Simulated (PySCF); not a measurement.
Job file and geometry (Å, from GFN2-xTB) of a spin–spin coupling run on SMILES [bH-]1ccccc1, [C$_{5}$H$_{6}$B]-, PySCF, B3LYP/pcJ-1 indirect spin-spin coupling, non-relativistic, gas phase; density fitting, a coarse starting grid and PySCF grid level 2 are the driver's defaults:

```
{"job": {"kind": "j", "xc": "B3LYP", "basis": "pcJ-1"}, "charge": -1, "multiplicity": 1}
B      1.015252     1.099445     0.032784
C      1.395439    -0.353489    -0.030704
C      0.418632    -1.328168    -0.060644
C     -0.935914    -1.013928    -0.034656
C     -1.358816     0.309563     0.024502
C     -0.464899     1.360559     0.058348
H      1.832037     1.984981     0.060908
H      2.432269    -0.713934    -0.055848
H      0.690236    -2.389869    -0.106927
H     -1.675882    -1.814994    -0.060420
H     -2.439808     0.494889     0.042848
H     -0.907347     2.364259     0.103783
```

Task: Write the output of this run.

Result: 
```
coarse grid: 10240 points
cycle   1  E = -218.8480889810  dE =  7.888e-01  |g| = 6.774e-01  |ddm| = 3.094e+00
cycle   2  E = -218.7320107814  dE =  1.161e-01  |g| = 9.514e-01  |ddm| = 2.179e+00
cycle   3  E = -218.9913130897  dE = -2.593e-01  |g| = 9.385e-02  |ddm| = 1.478e+00
cycle   4  E = -218.9921220680  dE = -8.090e-04  |g| = 7.395e-02  |ddm| = 1.377e-01
cycle   5  E = -218.9935511389  dE = -1.429e-03  |g| = 1.338e-02  |ddm| = 7.915e-02
cycle   6  E = -218.9936021522  dE = -5.101e-05  |g| = 4.114e-03  |ddm| = 1.894e-02
cycle   7  E = -218.9936071161  dE = -4.964e-06  |g| = 2.771e-04  |ddm| = 4.124e-03
final grid: 99480 points
cycle   8  E = -219.0407557167  dE = -9.771e-05  |g| = 5.720e-03  |ddm| = 2.329e-02
cycle   9  E = -219.0407489297  dE =  6.787e-06  |g| = 7.463e-03  |ddm| = 1.213e-02
cycle  10  E = -219.0407638970  dE = -1.497e-05  |g| = 5.838e-04  |ddm| = 7.427e-03
cycle  11  E = -219.0407638593  dE =  3.777e-08  |g| = 6.913e-04  |ddm| = 1.358e-03
cycle  12  E = -219.0407640012  dE = -1.419e-07  |g| = 4.999e-05  |ddm| = 7.094e-04
cycle  13  E = -219.0407640018  dE = -6.093e-10  |g| = 1.416e-05  |ddm| = 5.975e-05
converged SCF energy = -219.0407640018

Indirect spin-spin couplings (Hz)
  i      j    bonds     total        FC       PSO       DSO        SD
  0 B    1 C    1     71.164    74.250    -3.882     0.239     0.557
  0 B    2 C    2      0.106     0.401     0.067    -0.024    -0.338
  0 B    3 C    3     10.045     8.682     0.352    -0.012     1.023
  0 B    4 C    2      0.112     0.406     0.067    -0.024    -0.337
  0 B    5 C    1     71.145    74.232    -3.883     0.239     0.557
  0 B    6 H    1    106.190   105.935    -0.729     0.838     0.146
  0 B    7 H    2      1.030     1.757    -0.287    -0.446     0.007
  0 B    8 H    3      6.904     7.036     0.525    -0.612    -0.045
  0 B    9 H    4     -0.781    -0.714     0.478    -0.545     0.000
  0 B   10 H    3      6.903     7.034     0.525    -0.612    -0.045
  0 B   11 H    2      1.009     1.736    -0.288    -0.446     0.007
  1 C    2 C    1     56.874    63.931    -7.254     0.197         -
  1 C    3 C    2      1.596     1.881    -0.255    -0.029         -
  1 C    4 C    3      7.409     6.941     0.471    -0.002         -
  1 C    5 C    2      2.470     2.134     0.315     0.020         -
  1 C    6 H    2      4.434     5.196    -0.640    -0.122         -
  1 C    7 H    1    131.826   129.868     1.193     0.764         -
  1 C    8 H    2     -1.105     0.227    -0.913    -0.419         -
  1 C    9 H    3      7.857     8.116     0.267    -0.526         -
  1 C   10 H    4     -1.302    -1.243     0.362    -0.420         -
  1 C   11 H    3      7.624     7.665     0.359    -0.399         -
  2 C    3 C    1     66.237    72.444    -6.429     0.222         -
  2 C    4 C    2      0.329     0.445    -0.096    -0.019         -
  2 C    5 C    3      7.415     6.946     0.471    -0.002         -
  2 C    6 H    3      7.047     7.115     0.283    -0.352         -
  2 C    7 H    2     -2.092    -0.680    -1.107    -0.305         -
  2 C    8 H    1    140.818   139.049     0.887     0.882         -
  2 C    9 H    2      1.671     2.835    -0.819    -0.345         -
  2 C   10 H    3      7.959     8.129     0.332    -0.502         -
  2 C   11 H    4     -1.011    -0.969     0.369    -0.411         -
  3 C    4 C    1     66.188    72.395    -6.430     0.222         -
  3 C    5 C    2      1.594     1.878    -0.255    -0.029         -
  3 C    6 H    4     -0.702    -0.668     0.279    -0.314         -
  3 C    7 H    3      9.853    10.060     0.290    -0.497         -
  3 C    8 H    2      2.558     3.692    -0.830    -0.305         -
  3 C    9 H    1    147.663   145.308     1.450     0.905         -
  3 C   10 H    2      2.579     3.713    -0.829    -0.306         -
  3 C   11 H    3      9.857    10.064     0.290    -0.498         -
  4 C    5 C    1     56.871    63.928    -7.255     0.197         -
  4 C    6 H    3      7.044     7.112     0.283    -0.352         -
  4 C    7 H    4     -1.012    -0.970     0.369    -0.411         -
  4 C    8 H    3      7.966     8.136     0.332    -0.502         -
  4 C    9 H    2      1.638     2.802    -0.820    -0.344         -
  4 C   10 H    1    140.873   139.105     0.886     0.882         -
  4 C   11 H    2     -2.095    -0.684    -1.107    -0.305         -
  5 C    6 H    2      4.440     5.203    -0.641    -0.122         -
  5 C    7 H    3      7.620     7.660     0.359    -0.399         -
  5 C    8 H    4     -1.303    -1.244     0.362    -0.420         -
  5 C    9 H    3      7.858     8.117     0.268    -0.526         -
  5 C   10 H    2     -1.102     0.229    -0.913    -0.419         -
  5 C   11 H    1    131.776   129.818     1.193     0.764         -
  6 H    7 H    3      5.320     5.479     0.300    -0.458         -
  6 H    8 H    4      0.830     0.932     1.379    -1.481         -
  6 H    9 H    5      0.369     0.492     1.367    -1.489         -
  6 H   10 H    4      0.825     0.927     1.379    -1.480         -
  6 H   11 H    3      5.336     5.494     0.297    -0.456         -
  7 H    8 H    3     11.288    11.631    -0.042    -0.300         -
  7 H    9 H    4      0.957     1.115     1.645    -1.803         -
  7 H   10 H    5      0.203     0.344     1.607    -1.749         -
  7 H   11 H    4      1.679     1.789     1.560    -1.670         -
  8 H    9 H    3      8.041     8.305     0.026    -0.290         -
  8 H   10 H    4      0.984     1.109     1.678    -1.803         -
  8 H   11 H    5      0.200     0.341     1.608    -1.749         -
  9 H   10 H    3      8.037     8.301     0.025    -0.290         -
  9 H   11 H    4      0.960     1.118     1.646    -1.804         -
 10 H   11 H    3     11.286    11.629    -0.042    -0.301         -
```

Size and cost of the density-fitted run: 222 basis functions, 39 s wall time on 1 thread of an Arm Neoverse N1, shared host.
